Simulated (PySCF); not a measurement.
A GIAO shielding run with PySCF 2.14 (density fitting, non-relativistic, gas phase) on `InChI=1S/C8H11ClSi/c1-7-5-8(9)3-2-4-10-6-7/h2-5H,6,10H2,1H3/b4-2-,7-5-,8-3+`:

```
$ OMP_NUM_THREADS=1 python probes_run.py task.json out

{"job": {"kind": "nmr", "xc": "PBE0", "basis": "pcSseg-1"}, "charge": 0, "multiplicity": 1}
C      2.482813    -0.134077     0.840397
C      1.270741     0.208925     0.036132
C      0.665026     1.392331     0.153979
C     -0.485732     1.821054    -0.623048
Cl    -0.122193     3.223320    -1.616879
C     -1.746223     1.378614    -0.638530
C     -2.382832     0.371216     0.188475
C     -1.990902    -0.850819     0.561983
Si    -0.512148    -1.891321     0.072836
C      0.772873    -0.854310    -0.875051
H      2.324442    -1.075462     1.365319
H      3.342471    -0.265407     0.182834
H      2.715767     0.641706     1.565076
H      1.097686     2.160645     0.782898
H     -2.448594     1.926169    -1.257643
H     -3.368131     0.702639     0.511383
H     -2.692611    -1.389652     1.190290
H      0.113109    -2.431691     1.289613
H     -0.946351    -3.017358    -0.768401
H      0.304395    -0.416962    -1.754986
H      1.597475    -1.482616    -1.207148
```

Hardware: 1 thread of an Arm Neoverse N1, shared host. The job also computes population analyses, field gradients, ring-centre shieldings.

Question: How large is the calculation?

Answer: 90 electrons, 239 basis functions and 1280 auxiliary functions.

Question: How long does it take, and how much memory does it need?

Answer: 110 s of wall time, with 14 SCF cycles and 5 response iterations; peak memory 1.1 GiB. Times on a shared host scatter by some tens of per cent.
